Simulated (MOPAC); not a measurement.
MOPAC input (PM6):

```
PM6 1SCF UHF MS=0.5 GEO-OK AUX(PRECISION=9) THREADS=1
C2H9Si2

C    -0.46470000 1    1.98197500 1    0.17589300 1
Si   -0.24645100 1    0.31079200 1   -0.55609700 1
C    -1.85343300 1   -0.66699900 1   -0.54418200 1
Si    1.38653800 1   -0.84161600 1    0.69498200 1
H     0.17546800 1    2.82053600 1   -0.07400300 1
H    -1.18244000 1    2.18280800 1    0.96423400 1
H     0.26914200 1    0.44161900 1   -1.94543900 1
H    -2.61601900 1   -0.16844400 1   -1.14529500 1
H    -1.70278700 1   -1.66983300 1   -0.94772400 1
H    -2.23526600 1   -0.76788700 1    0.47372700 1
H     0.93063000 1   -1.00591700 1    2.09925800 1
H     1.63874500 1   -2.19466600 1    0.13283500 1
H     2.67011200 1   -0.09655200 1    0.70775500 1
```

Output:

```
 *******************************************************************************
 **                                                                           **
 **                              MOPAC v23.2.5                                **
 **                                                                           **
 *******************************************************************************
 ** MOPAC's Digital Object Identifier: https://doi.org/10.5281/zenodo.6511958 **
 **                                                                           **
 ** Please cite the open-source release paper for use of this MOPAC version:  **
 ** J. E. Moussa and J. J. P. Stewart (2026)                                  **
 ** MOPAC: An open-source semiempirical molecular orbital program             **
 ** J. Open Source Softw., 11(119), 8025, https://doi.org/10.21105/joss.08025 **
 *******************************************************************************

                              PM6 CALCULATION RESULTS

 *******************************************************************************
 *  PM6        - The PM6 Hamiltonian to be used
 *  GEO-OK     - OVERRIDE INTERATOMIC DISTANCE AND OTHER SAFETY CHECKS
 *  UHF        - UNRESTRICTED HARTREE-FOCK CALCULATION
 *  MS=        - IN MECI, MAGNETIC COMPONENT OF SPIN =  0.5
 *  1SCF       - DO 1 SCF AND THEN STOP
 *  AUX        - OUTPUT AUXILIARY INFORMATION
 *******************************************************************************
PM6 1SCF UHF MS=0.5 GEO-OK AUX(PRECISION=9) THREADS=1
 C2H9Si2

   ATOM   CHEMICAL          X               Y               Z
  NUMBER   SYMBOL      (ANGSTROMS)     (ANGSTROMS)     (ANGSTROMS)

     1       C         -0.46470000  *   1.98197500  *   0.17589300  *
     2      Si         -0.24645100  *   0.31079200  *  -0.55609700  *
     3       C         -1.85343300  *  -0.66699900  *  -0.54418200  *
     4      Si          1.38653800  *  -0.84161600  *   0.69498200  *
     5       H          0.17546800  *   2.82053600  *  -0.07400300  *
     6       H         -1.18244000  *   2.18280800  *   0.96423400  *
     7       H          0.26914200  *   0.44161900  *  -1.94543900  *
     8       H         -2.61601900  *  -0.16844400  *  -1.14529500  *
     9       H         -1.70278700  *  -1.66983300  *  -0.94772400  *
    10       H         -2.23526600  *  -0.76788700  *   0.47372700  *
    11       H          0.93063000  *  -1.00591700  *   2.09925800  *
    12       H          1.63874500  *  -2.19466600  *   0.13283500  *
    13       H          2.67011200  *  -0.09655200  *   0.70775500  *

          CARTESIAN COORDINATES

    NO.       ATOM           X           Y           Z

     1         C         -0.4647      1.9820      0.1759
     2        Si         -0.2465      0.3108     -0.5561
     3         C         -1.8534     -0.6670     -0.5442
     4        Si          1.3865     -0.8416      0.6950
     5         H          0.1755      2.8205     -0.0740
     6         H         -1.1824      2.1828      0.9642
     7         H          0.2691      0.4416     -1.9454
     8         H         -2.6160     -0.1684     -1.1453
     9         H         -1.7028     -1.6698     -0.9477
    10         H         -2.2353     -0.7679      0.4737
    11         H          0.9306     -1.0059      2.0993
    12         H          1.6387     -2.1947      0.1328
    13         H          2.6701     -0.0966      0.7078

 General Reference for PM6:
 "Optimization of Parameters for Semiempirical Methods V: Modification of NDDO Approximations
 and Application to 70 Elements", J. J. P. Stewart, J. Mol. Mod., 13, 1173-1213 (2007)
 URL: https://link.springer.com/article/10.1007/s00894-007-0233-4

           Empirical Formula: C2 H9 Si2  =    13 atoms

      MOLECULAR POINT GROUP   :   C1

          UHF CALCULATION, NO. OF ALPHA ELECTRONS =   13
                           NO. OF BETA  ELECTRONS =   12

 -------------------------------------------------------------------------------
 PM6 1SCF UHF MS=0.5 GEO-OK AUX(PRECISION=9) THREADS=1
 C2H9Si2

     1SCF WAS SPECIFIED, SO BFGS WAS NOT USED
     SCF FIELD WAS ACHIEVED

                              PM6 CALCULATION
                                                       MOPAC v23.2.5 Linux

          FINAL HEAT OF FORMATION =         22.19691 KCAL/MOL =      92.87188 KJ/MOL

          COSMO AREA              =        147.15 SQUARE ANGSTROMS
          COSMO VOLUME            =        144.60 CUBIC ANGSTROMS

          IONIZATION POTENTIAL    =          8.382943 EV
          ALPHA SOMO LUMO (EV)    =         -8.383  0.237
          BETA  SOMO LUMO (EV)    =         -8.615 -0.590
          NO. OF ALPHA ELECTRONS  =         13
          NO. OF BETA  ELECTRONS  =         12
          MOLECULAR WEIGHT        =         89.2641         POINT GROUP:  C1

          MOLECULAR DIMENSIONS (Angstroms)

            Atom       Atom       Distance
            H    13    H     8     5.60198
            H    12    H     5     5.04167
            H    11    H     7     3.67660

          SCF CALCULATIONS        =          1

   ATOM   CHEMICAL          X               Y               Z
  NUMBER   SYMBOL      (ANGSTROMS)     (ANGSTROMS)     (ANGSTROMS)

     1       C         -0.46470000  *   1.98197500  *   0.17589300  *
     2      Si         -0.24645100  *   0.31079200  *  -0.55609700  *
     3       C         -1.85343300  *  -0.66699900  *  -0.54418200  *
     4      Si          1.38653800  *  -0.84161600  *   0.69498200  *
     5       H          0.17546800  *   2.82053600  *  -0.07400300  *
     6       H         -1.18244000  *   2.18280800  *   0.96423400  *
     7       H          0.26914200  *   0.44161900  *  -1.94543900  *
     8       H         -2.61601900  *  -0.16844400  *  -1.14529500  *
     9       H         -1.70278700  *  -1.66983300  *  -0.94772400  *
    10       H         -2.23526600  *  -0.76788700  *   0.47372700  *
    11       H          0.93063000  *  -1.00591700  *   2.09925800  *
    12       H          1.63874500  *  -2.19466600  *   0.13283500  *
    13       H          2.67011200  *  -0.09655200  *   0.70775500  *

                             CARTESIAN COORDINATES

   1    C       -0.464700000     1.981975000     0.175893000
   2   Si       -0.246451000     0.310792000    -0.556097000
   3    C       -1.853433000    -0.666999000    -0.544182000
   4   Si        1.386538000    -0.841616000     0.694982000
   5    H        0.175468000     2.820536000    -0.074003000
   6    H       -1.182440000     2.182808000     0.964234000
   7    H        0.269142000     0.441619000    -1.945439000
   8    H       -2.616019000    -0.168444000    -1.145295000
   9    H       -1.702787000    -1.669833000    -0.947724000
  10    H       -2.235266000    -0.767887000     0.473727000
  11    H        0.930630000    -1.005917000     2.099258000
  12    H        1.638745000    -2.194666000     0.132835000
  13    H        2.670112000    -0.096552000     0.707755000

           Empirical Formula: C2 H9 Si2  =    13 atoms

      MOLECULAR POINT GROUP   :   C1

          ALPHA EIGENVALUES
 -25.01550 -23.23323 -19.38472 -16.27899 -14.36845 -13.79965 -13.63105 -11.80566
 -11.65000 -11.22524 -10.78072 -10.23703  -8.38294   0.23685   0.28050   0.35225
   1.20197   1.27336   1.46445   1.85454   2.00591   2.13512   2.53763   2.59449
   3.42052   3.93448   4.40812   4.65249   4.74635   4.83118   6.01333   6.02730
   6.12662   6.48022   7.18931

           BETA EIGENVALUES
 -24.99524 -22.86463 -19.35249 -16.21313 -14.15061 -13.78767 -13.52274 -11.70190
 -11.63304 -10.89210 -10.74688  -8.61467  -0.58995   0.28323   0.30458   0.59387
   1.21259   1.39286   1.64137   1.91340   2.13378   2.16442   2.54463   2.85881
   3.49330   3.95832   4.51129   4.67587   4.76961   4.86091   6.01761   6.03098
   6.34157   6.71860   7.19226

              NET ATOMIC CHARGES AND DIPOLE CONTRIBUTIONS

  ATOM NO.   TYPE          CHARGE      No. of ELECS.   s-Pop       p-Pop       d-Pop
    1          C          -0.494765        4.4948     1.17898     3.31579
    2         Si           0.325020        3.6750     1.19581     1.88336     0.59581
    3          C          -0.765145        4.7651     1.07724     3.68791
    4         Si           0.070611        3.9294     1.25721     2.25130     0.42088
    5          H           0.160979        0.8390     0.83902
    6          H           0.157860        0.8421     0.84214
    7          H           0.019530        0.9805     0.98047
    8          H           0.192685        0.8073     0.80732
    9          H           0.192360        0.8076     0.80764
   10          H           0.191045        0.8090     0.80895
   11          H          -0.018834        1.0188     1.01883
   12          H          -0.015324        1.0153     1.01532
   13          H          -0.016020        1.0160     1.01602
 DIPOLE           X         Y         Z       TOTAL
 POINT-CHG.     0.810    -0.325    -0.314     0.928
 HYBRID        -1.383     0.452     0.362     1.500
 SUM           -0.573     0.127     0.048     0.589

          ATOMIC ORBITAL ELECTRON POPULATIONS

     Atom    s        px        py        pz      x^2-y^2     xz        z^2       yz        xy
    1  C   1.17898   1.05779   1.18368   1.07431
    2 Si   1.19581   0.59728   0.55286   0.73322   0.10983   0.12155   0.14389   0.08240   0.13814
    3  C   1.07724   1.27962   1.21791   1.19038
    4 Si   1.25721   0.75408   0.74865   0.74857   0.08204   0.05700   0.12457   0.05887   0.09841
    5  H   0.83902
    6  H   0.84214
    7  H   0.98047
    8  H   0.80732
    9  H   0.80764
   10  H   0.80895
   11  H   1.01883
   12  H   1.01532
   13  H   1.01602

                    (SZ)    =    0.500000
                    (S**2)  =    0.755860

          ATOMIC ORBITAL SPIN POPULATIONS

    Atom   Total    s     px     py     pz   x^2-y^2  xz     z^2    yz     xy
         Atomic
    1  C  1.0253  0.024  0.423  0.115  0.463
    2 Si -0.0027 -0.008 -0.010 -0.020 -0.016 -0.004 -0.001  0.012  0.015  0.029
    3  C  0.0042  0.001  0.002  0.001 -0.000
    4 Si  0.0284  0.006  0.010 -0.001  0.008  0.002  0.003 -0.000  0.001 -0.001
    5  H -0.0332 -0.033
    6  H -0.0336 -0.034
    7  H  0.0074  0.007
    8  H -0.0002 -0.000
    9  H -0.0003 -0.000
   10  H -0.0002 -0.000
   11  H -0.0006 -0.001
   12  H  0.0067  0.007
   13  H -0.0012 -0.001

 **********************
 *                    *
 * JOB ENDED NORMALLY *
 *                    *
 **********************

 == MOPAC DONE ==
```

The geometry given is a B3LYP-D3(BJ)/def2-TZVP minimum.
